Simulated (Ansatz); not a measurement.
## A reaction path, image by image

GaH₄Br, closed shell, from GaH₄Br ([GaH3][BrH]) to a complex of GaH₂Br ([GaH2][Br]) + H₂; PBE0-D4/def2-SVP (Ansatz 0.2.0). Settings:

```yaml
hamiltonian: {xc: pbe0, dispersion: d4}
neb:
  images: 5
  climbing: true
  max_iterations: 40
  initial_path: idpp
```

First end:

Ga1  (-0.594, -0.508, -0.547)
H2  (0.294, 0.277, -1.584)
H3  (-0.206, -1.978, -0.157)
H4  (-1.989, 0.076, -0.129)
H5  (1.667, 1.437, 0.769)
Br6  (0.829, 0.696, 1.649)
(Å)

Second end:

```xyz
6
angstrom
Ga -0.5589 -0.4903 0.3570
H 0.7834 0.7009 -1.4574
H 0.0454 -1.8192 -0.1831
H -1.7971 0.3029 -0.1533
H 1.1072 0.9729 -0.8359
Br 0.4201 0.3329 2.2728
```

The ends were relaxed with PBE0-D4 in triple zeta, so they are not quite minima here (largest force components 0.04 and 0.40 eV/Å).

Energies along the converged band: It took 11 iterations. Path lengths are measured after rigid turns and shifts between images are taken out.
| image | path length (Å) | energy (kcal/mol) |
| --- | --- | --- |
| 0 | 0.00 | 0.00 |
| 1 | 0.47 | 0.77 |
| 2 | 0.93 | 2.01 |
| 3 (climbing) | 1.40 | 3.65 |
| 4 | 1.95 | -10.49 |
| 5 | 2.51 | -21.91 |
| 6 | 3.06 | -23.25 |
Energies count from the first end.

The images between the ends:
Image 1:
```xyz
6
angstrom
Ga -0.5589 -0.4781 -0.5085
H 0.4250 0.3886 -1.3941
H -0.1801 -1.9706 -0.2067
H -1.9791 0.1014 -0.1775
H 1.4392 1.2418 0.5482
Br 0.8539 0.7169 1.7387
```

Image 2:
```xyz
6
angstrom
Ga -0.5212 -0.4458 -0.4793
H 0.5394 0.4856 -1.2254
H -0.1246 -1.9429 -0.2572
H -1.9445 0.1533 -0.2276
H 1.1633 1.0044 0.3955
Br 0.8877 0.7454 1.7941
```

Image 3:
```xyz
6
angstrom
Ga -0.4972 -0.4268 -0.3510
H 0.6482 0.5771 -1.0123
H -0.0419 -1.9132 -0.3085
H -1.9042 0.2317 -0.2782
H 0.9566 0.8279 0.1888
Br 0.8386 0.7032 1.7613
```

Image 4:
```xyz
6
angstrom
Ga -0.5029 -0.4360 -0.0452
H 0.7502 0.6652 -0.9778
H -0.0045 -1.8772 -0.3539
H -1.8640 0.2644 -0.3237
H 0.9366 0.8156 -0.1706
Br 0.6846 0.5680 1.8713
```

Image 5:
```xyz
6
angstrom
Ga -0.5326 -0.4652 0.1939
H 0.7866 0.6998 -1.1965
H 0.0263 -1.8325 -0.3081
H -1.8147 0.2879 -0.2782
H 1.0081 0.8821 -0.4797
Br 0.5263 0.4278 2.0688
```

The band counts as converged below 0.05 eV/Å. The run took about 2.2 min on 2 CPU threads of an Arm Neoverse V1 (shared host).
